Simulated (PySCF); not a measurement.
Electron correlation in Tc²³⁺ (technetium, charge +23)

Starting occupation: [Ar] 3d2, 3d3/2 with m_j = +1/2, +3/2. All numbers are calculated (PySCF 2.14, X2C-1e with screened-nucleus spin-orbit coupling, Gaussian nucleus, in an uncontracted even-tempered set (16 s from 3 bohr⁻², ratio 2.8; 12 p from 3.8 bohr⁻², ratio 2.8; 8 d from 3.8 bohr⁻², ratio 2.8; 3 f from 12 bohr⁻², ratio 3)). Frozen: [Ne]; 10 electrons correlated; the 74 highest virtual spinors left out.

MP2 pair energies summed by pair of shells (mhartree):

```tsv
pair	energy	share (%)
3p-3p	-213.13	55.1
3d-3p	-99.65	25.7
3p-3s	-44.77	11.6
3d-3s	-13.50	3.5
3s-3s	-9.99	2.6
3d-3d	-6.03	1.6
```

Total MP2 correlation energy: -387.08 mhartree.

The GHF reference relaxed away from the jj start to a determinant that is no pure jj level (⟨S²⟩ = 1.74, ⟨J²⟩ = 6.32); the energies belong to that determinant.

At this charge the one-electron X2C treatment keeps the bare 1/r₁₂, with no two-electron picture change or Breit term. The effect here is smaller than on the frozen 1s shell.
